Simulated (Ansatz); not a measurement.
Basis-set series for C4H13NSi (`CC(C)N(C)[SiH3]`). Charge 0, multiplicity 1. The structure was optimised at the PBE0-D4/def2-TZVP level. It is one conformer, not always the lowest.

```xyz
19

C    -1.9623   -0.2047    0.0475
C    -0.6136    0.3082   -0.4392
C    -0.2313   -0.3250   -1.7731
N     0.4228    0.1639    0.5792
C     0.7580   -1.1810    0.9893
Si    1.5337    1.4438    0.8501
H    -2.7433    0.0393   -0.6763
H    -1.9607   -1.2909    0.1686
H    -2.2239    0.2480    1.0057
H    -0.7205    1.3872   -0.6051
H    -0.1526   -1.4120   -1.6881
H     0.7277    0.0589   -2.1285
H    -0.9877   -0.1101   -2.5318
H     1.4779   -1.1442    1.8102
H     1.2060   -1.7848    0.1883
H    -0.1219   -1.7168    1.3598
H     0.7856    2.7280    0.7877
H     2.6578    1.5446   -0.1347
H     2.1484    1.2476    2.1903
```

```
functional       basis  functions  energy (Eh)  HOMO (eV)  LUMO (eV)
   PBE0-D4    def2-SVP        153   -503.87884      -6.23       1.06
   PBE0-D4  def2-TZVPP        379   -504.21560      -6.32       0.62
   ωB97M-V    def2-SVP        153   -504.09136      -8.52       2.85
   ωB97M-V  def2-TZVPP        379   -504.44367      -8.63       2.19
```

(1) Give the rows for def2-QZVPP. (An estimate is asked.)

## Answers

(1) Ansatz gave: 
```tsv
functional	basis	functions	energy (Eh)	HOMO (eV)	LUMO (eV)
PBE0-D4	def2-QZVPP	745	-504.23812	-6.34	0.39
ωB97M-V	def2-QZVPP	745	-504.46519	-8.64	1.60
```

Positive LUMOs are unbound and depend on the basis.
